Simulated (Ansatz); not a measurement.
Mulliken charges of BrClSn (`[Cl][Sn][Br]`) from PBE/def2-TZVPP in Ansatz (PBE0-D4/def2-TZVP geometry).

```csv
atom,x (Å),y (Å),z (Å),charge (e)
Cl1,0.581,1.711,0.495,-0.349
Sn2,-0.927,0.177,-0.485,0.679
Br3,0.336,-1.953,-0.024,-0.331
```

Task: By hand: the dipole of these point charges (1 e Å = 4.8032 D).

Result: Σ q r = (-0.943, 0.169, -0.494) e Å, of length 1.078 e Å = 5.18 D.

Task: How does the dipole of the full density compare? (Estimate.)

Result: Ansatz gave: (-0.535, 0.085, -0.281) e Å, 2.93 D; the point charges give 1.77 times that, at 1° from its direction.

Point charges leave out the atoms' own dipoles, such as those of lone pairs, and Mulliken's split depends on the basis, so the two needn't agree.
